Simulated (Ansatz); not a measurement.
Program: Ansatz. Geometries: PBE0-D4/def2-TZVP. ΔE: electronic, gas phase. CBS: MP2 limit from def2 TZ/QZ plus the TZ coupled-cluster correction, frozen cores. Functionals use def2-TZVPP. B3LYP here is the variant with VWN-RPA as its local correlation; programs differ in this. Elements past krypton have def2 core potentials. For Sn outer-core shells are correlated without core-valence functions, which leaves a few kJ/mol of doubt a bond. One conformer a species, not always the lowest.

Consider the formal exchange of groups at the Sn–N bond: `C[SiH2][NH][SnH3]` + `C[SiH](F)F` → `C[Si](F)(F)[SnH3]` + `C[SiH2]N`.

`C[SiH2][NH][SnH3]`:

Z-matrix (Å, degrees):
```
C
Si 1 1.867
H 1 1.093 2 111.4
H 1 1.093 2 110.0 3 -119.7
H 1 1.094 2 111.6 3 121.4
N 2 1.718 1 108.8 3 -59.0
H 2 1.496 1 108.3 3 177.6
H 2 1.492 1 110.3 3 61.7
Sn 6 2.024 2 127.9 1 -24.0
H 6 1.009 2 117.4 1 170.6
H 9 1.707 6 108.8 2 70.6
H 9 1.709 6 109.7 2 -49.4
H 9 1.705 6 105.6 2 -169.6
```

`C[SiH](F)F`:

Cartesian coordinates in Å:
```
C 0.369 -0.238 -0.886
Si -0.274 0.228 0.774
F -0.699 -1.079 1.575
F -1.585 1.115 0.615
H -0.386 -0.789 -1.452
H 1.256 -0.869 -0.790
H 0.643 0.653 -1.455
H 0.676 0.981 1.618
```

`C[Si](F)(F)[SnH3]`:

Cartesian coordinates in Å:
```
C -0.387 0.230 -1.795
Si -0.790 0.330 0.005
F -1.143 1.846 0.364
F -2.125 -0.506 0.275
Sn 1.019 -0.488 1.635
H 0.496 0.830 -2.025
H -1.225 0.603 -2.389
H -0.187 -0.804 -2.088
H 2.448 0.425 1.437
H 0.500 -0.342 3.252
H 1.394 -2.125 1.328
```

`C[SiH2]N`:

```xyz
10

C    -0.939   -0.319   -0.987
Si    0.555    0.396   -0.117
N     0.725    0.012    1.552
H    -0.953   -0.016   -2.038
H    -1.868    0.026   -0.525
H    -0.930   -1.412   -0.952
H     0.489    1.881   -0.215
H     1.780   -0.101   -0.802
H     0.129    0.440    2.241
H     1.011   -0.908    1.841
```

```
             level  ΔE (kJ/mol)
            B2PLYP         -6.5
              PBE0        -21.4
             B3LYP        -15.2
     HF/def2-TZVPP          4.1
SCS-MP2/def2-TZVPP          7.0
     HF/def2-QZVPP          5.6
     MP2/CBS(def2)          1.5
    CCSD/CBS(def2)         -2.6
```

Problem. What does CCSD(T)/CBS give? (An estimate is asked.)

Solution. Computed: -2.2 kJ/mol. The listed levels differ from it by -4.3, -19.2, -13.0, 6.3, 9.2, 7.8, 3.7, -0.4 kJ/mol.

Largest T1 diagnostic among the species: 0.013.

From PBE to PBE0 (25 % exact exchange), in def2-TZVPP and without D4, ΔE moves by +5.0 kJ/mol. The D4 term adds +4.2 kJ/mol with B3LYP and +2.2 kJ/mol with PBE0; it sums over pairs of atoms, weighted by their polarisabilities, and B3LYP, whose exchange is more repulsive, gets the larger term.
